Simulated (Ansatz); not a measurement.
Frontier orbitals of C5H2BClF6O3, SMILES `O[B-]1(Cl)OC(C(F)(F)F)=CC(C(F)(F)F)=[O+]1`.

```json
{"atom": "O1", "x (Å)": "-1.314", "y (Å)": "-1.970", "z (Å)": "-1.836"}
{"atom": "B2", "x (Å)": "-0.709", "y (Å)": "-1.598", "z (Å)": "-0.659"}
{"atom": "Cl3", "x (Å)": "-0.497", "y (Å)": "-2.886", "z (Å)": "0.632"}
{"atom": "O4", "x (Å)": "0.686", "y (Å)": "-1.030", "z (Å)": "-0.953"}
{"atom": "C5", "x (Å)": "1.157", "y (Å)": "-0.036", "z (Å)": "-0.331"}
{"atom": "C6", "x (Å)": "2.624", "y (Å)": "0.255", "z (Å)": "-0.653"}
{"atom": "F7", "x (Å)": "3.369", "y (Å)": "-0.805", "z (Å)": "-0.374"}
{"atom": "F8", "x (Å)": "3.072", "y (Å)": "1.287", "z (Å)": "0.058"}
{"atom": "F9", "x (Å)": "2.754", "y (Å)": "0.543", "z (Å)": "-1.943"}
{"atom": "C10", "x (Å)": "0.432", "y (Å)": "0.770", "z (Å)": "0.527"}
{"atom": "C11", "x (Å)": "-0.928", "y (Å)": "0.519", "z (Å)": "0.565"}
{"atom": "C12", "x (Å)": "-1.894", "y (Å)": "1.458", "z (Å)": "1.289"}
{"atom": "F13", "x (Å)": "-2.599", "y (Å)": "0.782", "z (Å)": "2.185"}
{"atom": "F14", "x (Å)": "-1.235", "y (Å)": "2.430", "z (Å)": "1.915"}
{"atom": "F15", "x (Å)": "-2.728", "y (Å)": "2.009", "z (Å)": "0.415"}
{"atom": "O16", "x (Å)": "-1.495", "y (Å)": "-0.449", "z (Å)": "-0.015"}
{"atom": "H17", "x (Å)": "-1.570", "y (Å)": "-2.891", "z (Å)": "-1.856"}
{"atom": "H18", "x (Å)": "0.874", "y (Å)": "1.610", "z (Å)": "1.035"}
```

Total charge 0; spin multiplicity 1. Geometry: relaxed with PBE0-D4/def2-TZVP. It is one conformer, not always the lowest. Basis def2-TZVPP, Ansatz 0.2.0.

Orbital energies of one run (eV). Highest occupied ones, from the top: -8.32, -8.42, -8.57, -9.05, -9.91, -10.04, -11.54, -11.84, -12.25, -12.30, -12.31, -12.46, -12.47, -12.79. Empty: -4.16, -0.60, 0.73, 1.29, 1.92, 1.98.

**Question.** Which functional gave them?
A. HSE06 (plane-wave form)
B. B97M-V
C. CAM-B3LYP
D. revPBE

**Answer.** A. HOMO energies: HSE06 -8.32, revPBE -7.24, B97M-V -7.75, CAM-B3LYP -10.11 eV.
